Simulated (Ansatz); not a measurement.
```yaml
crystal:
  periodic: [false, false, false]
  atoms:
    - {symbol: F, position_ang: [-1.656578, -0.706547, 1.256484]}
    - {symbol: B, position_ang: [-0.334821, -0.466732, 0.955436]}
    - {symbol: N, position_ang: [0.047920, -1.036010, -0.487423]}
    - {symbol: B, position_ang: [0.545641, 0.434262, -0.865527]}
    - {symbol: F, position_ang: [-0.083761, 0.903054, -1.996585]}
    - {symbol: N, position_ang: [-0.112068, 1.035830, 0.460363]}
    - {symbol: H, position_ang: [0.471628, -0.787749, 1.793345]}
    - {symbol: H, position_ang: [0.733936, -1.776517, -0.522078]}
    - {symbol: H, position_ang: [-0.768253, -1.318104, -1.021671]}
    - {symbol: H, position_ang: [1.748952, 0.519387, -0.848515]}
    - {symbol: H, position_ang: [-0.987054, 1.516679, 0.275138]}
    - {symbol: H, position_ang: [0.471258, 1.627148, 1.035034]}
basis:
  gaussian: {orbitals: def2-SVP}
hamiltonian: {xc: {name: B3LYP-D3}, dispersion: d4}
output: {forces: true}
```

```sh
$ ansatz run in.yaml --threads 4 --pin off --events-out ev --progress --plain --max-ram 10444MiB
```

Shortened log:

```
Error: YAML parse error: error: line 18 column 19: hamiltonian.xc: no functional is named "B3LYP-D3"; the names, which are not case-sensitive, are SVWN5, SPW92, PBE, PBE0, PBEsol, revPBE, revPBE0, RPBE, rPW86-PBE, HSE06, wPBEh, LC-wPBE, HISS, HF, BLYP, B3LYP, B3LYP5, BHLYP, CAM-B3LYP, r2SCAN, r2SCANh, r2SCAN0, r2SCAN50, m-r2SCAN, B97, wB97, wB97X, wB97X-V, B97M-V, wB97M-V, B2PLYP, B2GP-PLYP, PBE0-DH, PBE-QIDH
16 | basis:
17 |   gaussian: {orbitals: def2-SVP}
18 | hamiltonian: {xc: {name: B3LYP-D3}, dispersion: d4}
19 | output: {forces: true}
```

In this input the method's name isn't one that the program takes here. The input was rejected before any iteration.
